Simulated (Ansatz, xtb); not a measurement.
System: CHBFO, net charge 0, doublet state. It need not be the lowest isomer of its formula. 
Structure (B3LYP-D3(BJ)/def2-TZVP (Ansatz, a program for electronic structure) minimum search):
```xyz
5

O     -1.2974     0.9544     0.3582
C     -0.8690     0.0703    -0.3686
B      0.6726    -0.1463    -0.4526
F      1.5300    -0.7607     0.2965
H     -1.5398    -0.4790    -1.0594
```
Charge 0, spin multiplicity 2.

Harmonic wavenumbers from GFN2-xTB (xtb, at its own minimum), cm⁻¹: 110, 210, 470, 662, 771, 1229, 1473, 1725, 2459.

Task: Give the harmonic wavenumbers at B3LYP-D3(BJ)/def2-TZVP (Ansatz, finite differences of forces, unscaled).

Result: 116, 258, 416, 761, 915, 1375, 1462, 1638, 2879 cm⁻¹. Zero-point energy 14.0 kcal/mol.

Task: From these and the geometry, give the ideal-gas thermochemistry at 298.15 K and 1 atm (rigid rotor, harmonic oscillator).

Result: Point group C1, rotational symmetry number 1. Rotational constants 39.96, 4.518, 4.208 GHz. S(trans) 38.14, S(rot) 23.56, S(vib) 6.16, S(elec, spin only) 1.38, S 69.2 cal/(mol K). H(298) - H(0) 3.39 kcal/mol; G - E(el) -3.2 kcal/mol.
